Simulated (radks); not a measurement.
Effect of the nuclear size on the tin ion Sn+, [Kr] 4d10 5s2 5p1. Calculated with a radial shooting solver on a logarithmic mesh with Libxc functionals: Dirac Kohn-Sham, exchange-only LDA, spin-unpolarised, spherical densities, finite nucleus; open shells are shared between the two j in proportion to 2j + 1; Fermi nuclear charge, rms radius 4.6519 fm. The rms radius is varied about that value; shifts are against it.

\begin{tabular}{lrrrrrrrr}
rms radius (fm) & total energy shift (eV) & density at nucleus (e/bohr^3) & 1s1/2 shift (meV) & 2s1/2 shift (meV) & 4p1/2 shift (meV) & 5s1/2 shift (meV) & 5p1/2 shift (meV) & 5p3/2 shift (meV) \\ \hline
3.9402 & -1.16 & 1.952e+05 & -488 & -55.8 & 0.191 & -0.189 & 0.046 & 0.047 \\
4.3216 & -0.560 & 1.925e+05 & -235 & -26.9 & 0.092 & -0.091 & 0.022 & 0.023 \\
4.6519 & 0 & 1.903e+05 & 0.000 & 0.000 & 0.000 & 0.000 & 0.000 & 0.000 \\
4.8752 & 0.398 & 1.89e+05 & 167 & 19.1 & -0.066 & 0.065 & -0.016 & -0.016 \\
5.559 & 1.72 & 1.852e+05 & 720 & 82.4 & -0.282 & 0.278 & -0.068 & -0.069 \\
\end{tabular}

Slopes of the eigenvalues against <r^2> in GHz/fm^2, as finite differences over the two radii next to the reference (eigenvalue slopes, not the field-shift constants of lines): 1s1/2 19100, 2s1/2 2190, 4p1/2 -7.49, 5s1/2 7.38, 5p1/2 -1.81, 5p3/2 -1.84.
